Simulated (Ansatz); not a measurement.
Compare A (`B/C(C)=C/Cl`) with its isomer B (`CB/C=C/Cl`).

Calculated with Ansatz (gas phase, PBE0-D4/def2-TZVP geometries, no zero-point term in ΔE). CCSD(T)/CBS is the MP2 limit (def2-TZVPP, def2-QZVPP) plus CCSD(T) − MP2 in def2-TZVPP, frozen cores. Double bonds are as drawn, so ΔE can hold a change between cis and trans. Functionals use def2-TZVPP. B3LYP here is the variant with VWN-RPA as its local correlation; programs differ in this. One conformer a species, not always the lowest.

A:

```xyz
11

B    -0.7675   -0.2711    1.4054
C    -0.0746   -0.0926    0.0506
C     0.7603    1.0967   -0.3159
C    -0.2766   -1.1076   -0.8050
Cl    0.3777   -1.1733   -2.3876
H    -1.4171   -1.2556    1.6109
H    -0.6681    0.5604    2.2610
H     0.8158    1.8040    0.5109
H     1.7779    0.7986   -0.5841
H     0.3480    1.6157   -1.1862
H    -0.8759   -1.9751   -0.5600
```

B:

```xyz
11

C    -0.7766    1.3731   -0.1424
B     0.4183    0.6716    0.5744
C     0.8304   -0.8035    0.3852
C     0.1580   -1.6089   -0.4374
Cl    0.5430   -3.2576   -0.7084
H    -1.4506    1.7964    0.6124
H    -0.4008    2.2441   -0.6935
H    -1.3718    0.7683   -0.8289
H     1.0727    1.3320    1.3354
H     1.6790   -1.2246    0.9180
H    -0.7016   -1.2909   -1.0149
```

**Question.** Which is lower in electronic energy at CCSD(T)/CBS, and by how much? (An estimate is asked.)

**Answer.** Ansatz gave: B, by 8.6 kcal/mol.

**Question.** Give E(B) − E(A) in kcal/mol with CCSD/def2-TZVPP, ωB97M-V, B2PLYP, HF/def2-TZVPP, PBE0-D4, PBE-D4, B3LYP-D4. (Estimate.)

**Answer.** Computed: CCSD/def2-TZVPP -8.8, ωB97M-V -9.0, B2PLYP -8.9, HF/def2-TZVPP -9.4, PBE0-D4 -8.9, PBE-D4 -8.8, B3LYP-D4 -8.8. None reverses the order clearly.

Largest T1 diagnostic: 0.011.

In def2-TZVPP, CCSD(T) changes the Hartree–Fock value by +0.9 kcal/mol (the triples alone add +0.4 kcal/mol) and MP2 by +1.6 kcal/mol. The D4 term adds +0.8 kcal/mol with B3LYP and +0.4 kcal/mol with PBE0; it sums over pairs of atoms, weighted by their polarisabilities, and B3LYP, whose exchange is more repulsive, gets the larger term.
